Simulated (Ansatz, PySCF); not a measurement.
Species: C3H7S, net charge 1, singlet state. It need not be the lowest isomer of its formula. 
Geometry from a B3LYP-D3(BJ)/def2-TZVP (Ansatz, a program for electronic structure) optimisation:
```xyz
11

C      0.0075     1.3709     0.1754
C     -1.1444     0.3535     0.2386
S     -0.0051    -1.0437    -0.2653
C      1.1464     0.3396     0.2488
H      0.0084     2.1070     0.9762
H      0.0149     1.8933    -0.7802
H     -1.9936     0.4647    -0.4283
H     -1.4784     0.1069     1.2447
H      2.0028     0.4405    -0.4105
H      1.4684     0.0890     1.2579
H      0.0023    -0.7855    -1.5923
```
Charge +1, spin multiplicity 1.

Total electronic energies in hartree. Correlated levels leave the core frozen unless marked. Spin-orbit coupling is left out. No relativistic terms. Basis-set limits of correlation are two-point, X^-3; Hartree-Fock from the larger set. The bracket is a focal-point correction in the basis named.

| level | program | energy (Eh) |
|---|---|---|
| HF/6-31G | Ansatz | -514.79799 |
| HF/def2-TZVPD | PySCF | -514.98497 |
| RI-HF/cc-pV(T+d)Z | Ansatz | -514.99104 |
| SVWN5/def2-TZVPD | Ansatz | -513.99191 |
| PBE/def2-TZVPD | PySCF | -516.14287 |
| r2SCAN-D3(BJ)/def2-TZVPD | Ansatz + dftd3 | -516.37830 |
| PBE0/6-31G* | Ansatz | -516.11906 |
| r2SCAN0/def2-TZVPD | Ansatz | -516.36198 |
| HSE06/def2-TZVPD | Ansatz | -516.18141 |
| CAM-B3LYP/def2-TZVPD | Ansatz | -516.41321 |
| wB97X-V/def2-TZVPD | Ansatz | -516.38740 |
| B2PLYP-D4/def2-TZVPD | Ansatz + dftd4 | -516.23494 |
| RPA@PBE/cc-pV(Q+d)Z | Ansatz | -516.20160 |
| MP2/STO-3G | Ansatz | -509.46968 |
| MP2/6-31G | Ansatz | -515.12208 |
| MP2/cc-pV(D+d)Z | Ansatz | -515.49112 |
| MP2/cc-pV(T+d)Z | Ansatz | -515.67073 |
| RI-MP2/cc-pV(T+d)Z | Ansatz | -515.67042 |
| RI-MP2/cc-pV(Q+d)Z | Ansatz | -515.72673 |
| CCSD/cc-pV(D+d)Z | Ansatz | -515.54620 |
| CCSD(T)/cc-pV(D+d)Z | Ansatz | -515.56655 |
| CCSD(T)/cc-pwCVTZ | Ansatz | -515.75898 |
| RI-MP2/CBS(cc-pV(T+d)Z,cc-pV(Q+d)Z)+[CCSD(T)-MP2]/cc-pV(T+d)Z | Ansatz | -515.8393 |

Totals of different functionals don't rank their quality; only differences between species are comparable.
